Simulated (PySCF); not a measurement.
Compound: C4H6BN.
SMILES: `[BH3-][N+]#CCC#C`

Computed with PySCF at PBE0/def2-SVPD, non-relativistic, on one gas-phase PBE0-D3(BJ)/def2-SVP geometry that isn't relaxed in the solvent. The solvent is an IEF-PCM continuum (Bondi radii, 1.10 Å for H, scaled by 1.2), and excitations are vertical TDDFT with non-equilibrium linear response and a frozen core. Specific hydrogen bonds and non-electrostatic terms are outside this model.

Gas-phase singlets (H = HOMO, L = LUMO):

```json
{"state": "S1", "E (eV)": "5.463", "λ (nm)": "227", "f": "0.002", "leading configurations": "H→L 83%, H-1→L+1 11%"}
{"state": "S2", "E (eV)": "5.666", "λ (nm)": "219", "f": "0.020", "leading configurations": "H-1→L 57%, H→L+1 38%"}
{"state": "S3", "E (eV)": "5.722", "λ (nm)": "217", "f": "0.009", "leading configurations": "H-1→L+1 84%, H→L 12%"}
{"state": "S4", "E (eV)": "6.403", "λ (nm)": "194", "f": "0.000", "leading configurations": "H-2→L 72%, H-2→L+4 19%"}
{"state": "S5", "E (eV)": "6.501", "λ (nm)": "191", "f": "0.453", "leading configurations": "H→L+1 47%, H-1→L 33%"}
```

**Question.** Give the list for acetone (ε = 20.49), n² = 1.85.

**Answer.** 
```json
{"state": "S1", "E (eV)": "6.095", "λ (nm)": "203", "f": "0.003", "leading configurations": "H→L 89%", "change by rank (eV)": "+0.632"}
{"state": "S2", "E (eV)": "6.347", "λ (nm)": "195", "f": "0.034", "leading configurations": "H-1→L 59%, H→L+1 35%", "change by rank (eV)": "+0.681"}
{"state": "S3", "E (eV)": "6.370", "λ (nm)": "195", "f": "0.001", "leading configurations": "H-2→L 52%, H-1→L+1 32%", "change by rank (eV)": "+0.648"}
{"state": "S4", "E (eV)": "6.444", "λ (nm)": "192", "f": "0.012", "leading configurations": "H-1→L+1 60%, H-2→L 26%", "change by rank (eV)": "+0.041"}
{"state": "S5", "E (eV)": "6.683", "λ (nm)": "186", "f": "0.081", "leading configurations": "H-3→L 62%, H-2→L+3 13%, H→L+1 11%", "change by rank (eV)": "+0.182"}
```

**Question.** Give the list for dimethylsulfoxide (ε = 46.83), n² = 2.19.

**Answer.** 
```tsv
state	E (eV)	λ (nm)	f	leading configurations	change by rank (eV)
S1	6.112	203	0.004	H→L 90%	+0.649
S2	6.370	195	0.038	H-1→L 59%, H→L+1 34%	+0.704
S3	6.380	194	0.000	H-2→L 59%, H-1→L+1 24%	+0.658
S4	6.467	192	0.014	H-1→L+1 68%, H-2→L 20%	+0.064
S5	6.680	186	0.085	H-3→L 62%, H-2→L+3 12%, H→L+1 12%	+0.179
```

**Question.** How do the frontier levels move from gas to dimethylsulfoxide?

**Answer.** 
```csv
orbital,gas (eV),solvent (eV),change (eV)
LUMO+2,-0.09,0.42,+0.51
LUMO+1,-0.67,-0.38,+0.29
LUMO,-0.92,-0.63,+0.29
HOMO,-7.73,-8.22,-0.49
HOMO-1,-7.76,-8.30,-0.54
HOMO-2,-9.02,-8.55,+0.47
HOMO-3,-9.15,-8.66,+0.49
```

The HOMO–LUMO gap goes from 6.81 to 7.59 eV. Rows go by rank; for HOMO-3, HOMO-2, HOMO-1, HOMO and LUMO+2 the atom shares or the degeneracy differ between the runs, so the row needn't follow one orbital.
